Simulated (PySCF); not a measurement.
Isomers of CH4BN. All species are isolated molecules in the gas phase. One relaxed conformer stands for each flexible species; it need not be the lowest. Strings in code marks are SMILES.

Calculation: ωB97X-D3(BJ)/def2-TZVP // PBE0-D3(BJ)/def2-TZVP (PySCF). Excitations are Tamm–Dancoff values on a coarser integration grid. The basis has no diffuse functions, so Rydberg states are missing or too high.

| species | HOMO–LUMO gap (eV) | S1 excitation (TDA) (eV) | T1 excitation (TDA) (eV) | S1 oscillator strength |
|---|---|---|---|---|
| `C=BN` | ? | 4.92 | 4.62 | 0.000 |
| `B(C)=N` | 12.94 | 7.56 | 6.65 | 0.000 |
| `B=NC` | 12.93 | 6.69 | – | 0.000 |
| `[H]/B=C/N` | 8.35 | 2.15 | ? | ? |
| `BN=C` | ? | 4.91 | 4.40 | 0.000 |
| `C(/B)=N/[H]` | 10.00 | 4.53 | 4.06 | ? |

Task: What belongs in the gaps?

Result: 
- `C=BN`, HOMO–LUMO gap (eV): 10.52
- `[H]/B=C/N`, T1 excitation (TDA) (eV): 1.79
- `[H]/B=C/N`, S1 oscillator strength: 0.000
- `BN=C`, HOMO–LUMO gap (eV): 11.75
- `C(/B)=N/[H]`, S1 oscillator strength: 0.012
